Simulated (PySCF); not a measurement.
PySCF job for CH₆BClOSi, SMILES CB(Cl)O[SiH3], PBE/pcSseg-1. The structure is a stationary point at r2SCAN-D4/def2-SVP. This is a generated structure with no PubChem entry under its InChIKey; it may be hypothetical. One conformer was computed; it need not be the lowest.

```python
import numpy as np
from pyscf import gto, scf, dft
from pyscf.prop.nmr import rks as nmr

mol = gto.M(
    atom='''
    B    -0.04216748    0.46826772    0.40788825
    Cl    0.95768205    1.94482786    0.28154049
    C    -1.05835009    0.35403494    1.59605634
    H    -1.63971966   -0.57987729    1.60290806
    H    -1.76050822    1.20424809    1.57364366
    H    -0.52292078    0.44044387    2.55652190
    O     0.15417272   -0.46240480   -0.54828620
    Si   -0.38742726   -1.97568444   -1.01840208
    H    -1.47665037   -2.45562683   -0.11821355
    H     0.76568346   -2.91313447   -0.96135953
    H    -0.89494168   -1.86485482   -2.41154958
    ''',
    basis='pcSseg-1',
    charge=0,
    spin=0,
    max_memory=1600,
    verbose=3,
)
mf = dft.RKS(mol, xc='pbe')
mf.grids.level = 3
mf.conv_tol = 1e-10
mf.max_cycle = 100
mf.kernel()
n = nmr.NMR(mf)
n.verbose = 2
n.max_cycle_cphf = 60
sigma = n.kernel()
print('atom   isotropic/ppm   span/ppm')
for i, s in enumerate(sigma):
    w = np.linalg.eigvalsh((s + s.T) / 2)
    print(f'{mol.atom_symbol(i):2s}{i + 1:3d} {w.mean():14.3f} {w[2] - w[0]:11.3f}')
```

Program output:

```
converged SCF energy = -891.053201534032
atom   isotropic/ppm   span/ppm
B   1         51.627      55.817
Cl  2        728.023     449.920
C   3        175.934      33.359
H   4         30.557      10.767
H   5         30.487       9.082
H   6         30.491       9.059
O   7        158.818     320.388
Si  8        372.243     121.230
H   9         25.741       7.141
H  10         26.017       7.929
H  11         26.017       7.927
```

Self-consistency was reached.
